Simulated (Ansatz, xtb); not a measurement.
# ClFH3InSi: 4 structures ranked

4 gas-phase structures of ClFH3InSi, found in a search over its isomers (lower ones may exist). Each was relaxed with GFN2-xTB; where two conformers were screened, the lower at r2SCAN-D4/def2-SVP//GFN2-xTB is listed:

A. `F[SiH2][InH][Cl]`, a singlet
B. `[F][In]([SiH3])[Cl]`, a singlet
C. `[F][InH][SiH2]Cl`, a singlet
D. `F[Si@H](Cl)[InH2]`, a singlet

Problem. Which do you expect lowest at r2SCAN-D4/def2-SVP//GFN2-xTB, and how would the others follow?

Solution. Calculated order at r2SCAN-D4/def2-SVP//GFN2-xTB: A (0.0), B (31.7), D (49.4), C (78.9) kJ/mol.

Energies above the lowest of each column, in kJ/mol; the last columns are at r2SCAN-D4/def2-SVP geometries (a dash: not run or not comparable):

```tsv
structure	GFN2-xTB	HF/STO-3G	r2SCAN-D4/def2-SVP//GFN2-xTB	r2SCAN-D4/def2-SVP	CCSD(T)/def2-SVP + ΔMP2/def2-TZVPP
A	20.5	0.0	0.0	0.0	0.0
B	0.0	37.0	31.7	29.1	46.3
D	123.3	134.2	49.4	36.3	32.3
C	82.0	147.4	78.9	79.7	–
```

CCSD(T)/def2-SVP + ΔMP2/def2-TZVPP puts A lowest of those it was run on; GFN2-xTB picks B. CCSD(T)/def2-SVP + ΔMP2/def2-TZVPP orders those it was run on as A (0.0), D (32.3), B (46.3) kJ/mol. Some further structures that were screened fall inside this span and aren't listed. Flexible structures stand in one conformer each, not always the lowest. B keeps a small imaginary mode. Frequencies (r2SCAN-D4/def2-SVP) were run for A, B, D alone. The ΔMP2 step shifts differences by up to 31.6 kJ/mol, which makes them less sure. Atoms past krypton carry core potentials in the def2 sets, without spin–orbit terms. ΔMP2 is the change of the MP2 energy from the smaller to the larger basis.

Over these structures GFN2-xTB departs from r2SCAN-D4/def2-SVP//GFN2-xTB by 30.7 kJ/mol on average once a common shift is removed. A GFN2-xTB relaxation took about 0.17 s and the r2SCAN-D4/def2-SVP//GFN2-xTB energy about 2.4 s on a shared host (Ansatz 0.2.0, xtb 6.7.1).
